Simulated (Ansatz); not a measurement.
`F[CH](F)[AlH][SiH3]` and `OC(F)F` differ in one atom or group.

Ansatz, PBE0-D4/def2-TZVP geometries, multiplicity 1. Each molecule was computed in one conformer, which needn't be the lowest.

```csv
property,`F[CH](F)[AlH][SiH3]`
HOMO–LUMO gap (B3LYP/def2-TZVPP) / eV,6.00
HOMO energy (PBE/def2-TZVPP) / eV,-6.46
LUMO energy (ωB97M-V/def2-TZVPP) / eV,0.37
size of the dipole moment (PBE/def2-TZVPP) / D,1.08
HOMO energy (B3LYP/def2-TZVPP) / eV,-7.47
size of the dipole moment (B3LYP/def2-TZVPP) / D,1.17
```

Give the same properties after the change, and the shifts. (Estimate.)

Computed: 
```tsv
property	`OC(F)F`	shift
HOMO–LUMO gap (B3LYP/def2-TZVPP) / eV	10.45	4.45
HOMO energy (PBE/def2-TZVPP) / eV	-8.12	-1.66
LUMO energy (ωB97M-V/def2-TZVPP) / eV	2.56	2.19
size of the dipole moment (PBE/def2-TZVPP) / D	0.76	-0.32
HOMO energy (B3LYP/def2-TZVPP) / eV	-9.77	-2.30
size of the dipole moment (B3LYP/def2-TZVPP) / D	0.77	-0.40
```

With PBE0 the HOMO falls by 2.40 eV and the LUMO rises by 2.39 eV, so the gap widens by about 4.79 eV. PBE moves the HOMO by -1.66 eV and ωB97M-V by -2.88 eV. Dipoles are sizes alone; their direction can turn.

B3LYP here is the variant with VWN-RPA as its local correlation; programs differ in this.
